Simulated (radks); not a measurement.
Values are calculated unless marked as measured or tabulated.
The bismuth ion Bi70+, configuration [Ne] 3s2 3p1 (the NIST ground configuration). Level of theory: scalar-relativistic Kohn-Sham, BLYP, spin-polarised, spherical densities, finite nucleus; open shells are filled with parallel spins first (spin-orbit coupling, left out, can overturn this in heavy ions); Fermi nuclear charge, rms radius 5.5211 fm (a radial shooting solver on a logarithmic mesh with Libxc functionals).

Normalised radial functions P(r) = r R(r), r in bohr:

```
   r/bohr * 2p down, o 3s down, + 3p down (the largest magnitude, 3.97, reaches the edge; | marks zero, & curves that meet)
 0.001967                             +*   o
 0.002442                             +*    o
  0.00303                             |&    o
 0.003731                             |+*    o
  0.00463                             |+*    o
 0.005747                             | +*    o
 0.007132                             | + *   o
 0.008852                             |  +  *o
   0.0109                             |    +o *
  0.01353                             |   o +    *
  0.01679                             |o      +     *
  0.02083                           o |        +       *
  0.02565                       o     |          +         *
  0.03184                    o        |           +           *
  0.03951                 o           |           +             *
  0.04904                  o          |        +                 *
  0.06038                     o       |    +                   *
  0.07494                           +o|                    *
    0.093                    +        |      o        *
   0.1154             +               |         *    o
   0.1421          +                  |    *             o
   0.1764           +                 | *               o
   0.2189                +            |*           o
   0.2717                      +      *      o
   0.3345                          +  * o
   0.4151                            +*o
   0.5152                             &
```

2p down: eigenvalue -20027 eV, 0 radial nodes, <r> = 0.0596 bohr, 90 % of the charge inside 0.0970 bohr. 3s down: eigenvalue -9087.7 eV, 2 radial nodes at r = 0.0185, 0.0778 bohr, <r> = 0.159 bohr, 90 % of the charge inside 0.231 bohr. 3p down (empty): eigenvalue -8414.8 eV, 1 radial node at r = 0.0715 bohr, <r> = 0.157 bohr, 90 % of the charge inside 0.233 bohr.
